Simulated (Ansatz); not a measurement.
```yaml
atoms:
  - { symbol: Sc, position_ang: [-0.0221, 0.0389, -0.4744] }
  - { symbol: O, position_ang: [-0.0364, -0.0078, 1.1530] }
```

Basis set: 6-31G* (spherical functions). Correlated methods keep 6 orbitals frozen. Charge 0, multiplicity 2.

Computed with Ansatz (development build ahead of 0.2.0); each method stands on the lowest determinant of its kind that the runs found.

The atomization energy at this shape (free ground-state atoms in the same class of orbitals less the molecule, no zero-point energy) of doublet ScO:

| method | atomization energy |
| --- | --- |
| UHF-MP2 | 7.20 eV |

Task: What does UHF give?

Result: 3.03 eV.
